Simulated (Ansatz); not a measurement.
Stepwise reaction of `C[CH2][Cd][CH2]C` with water, as a gas-phase model of exchange steps in deposition or etching. ΔE in kJ/mol.

Gas-phase electronic energies from Ansatz, PBE0-D4/def2-TZVP geometries. CCSD(T)/CBS adds triple-zeta CCSD(T) − MP2 to the extrapolated MP2 energy (def2 sets, frozen cores). This one scheme is used for every species. DFT in def2-TZVPP. B3LYP here is the variant with VWN-RPA as its local correlation; programs differ in this. Elements past krypton have def2 core potentials. For Cd outer-core shells are correlated without core-valence functions, which leaves a few kJ/mol of doubt a bond. Each species was taken in one conformer, which may not be the lowest.

```
step                                            reaction  PBE-D4  B3LYP-D4  ωB97M-V  CCSD(T)/CBS
   1  `C[CH2][Cd][CH2]C` + H₂O → `C[CH2][Cd][OH]` + `CC`   -57.0     -61.6    -57.5        -55.2
   2      `C[CH2][Cd][OH]` + H₂O → `[OH][Cd][OH]` + `CC`   -23.9     -28.6    -26.9        -24.6
```

Task: By hand: ΔE of the 2 steps together at CCSD(T)/CBS.

Result: (-55.2) + (-24.6) = -79.8 kJ/mol, or -39.9 kJ/mol a step.

In ΔE each step is higher than the one before. All are downhill at CCSD(T)/CBS. PBE-D4 differs from CCSD(T)/CBS by -1.8 to 0.7 kJ/mol a step. Isolated molecules leave out the surface, adducts and barriers. Largest T1 diagnostic: 0.017.
